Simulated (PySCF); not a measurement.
```xyz
12

C     -1.4708     0.2748     0.3573
N     -0.3710    -0.6561     0.4985
C      0.7083    -0.4269    -0.4290
N      1.4221     0.7701    -0.0390
H     -1.1037     1.2861     0.5340
H     -2.2389     0.0551     1.1011
H     -1.9370     0.2564    -0.6419
H     -0.6957    -1.6093     0.4148
H      1.3260    -1.3379    -0.4351
H      0.3559    -0.2649    -1.4638
H      2.1042     1.0336    -0.7373
H      1.9004     0.6191     0.8403
```

Charge 0, multiplicity 1.

Question: Give the Mulliken and meta-Löwdin atomic charges from PBE-D3(BJ)/def2-TZVP // PBE0-D3(BJ)/def2-TZVP (PySCF).

Answer: 
```tsv
atom	Mulliken (e)	meta-Löwdin (e)
C1	-0.27	-0.26
N2	-0.29	-0.35
C3	-0.06	-0.02
N4	-0.47	-0.51
H5	0.14	0.13
H6	0.12	0.12
H7	0.08	0.08
H8	0.18	0.21
H9	0.09	0.09
H10	0.07	0.08
H11	0.20	0.22
H12	0.20	0.22
```
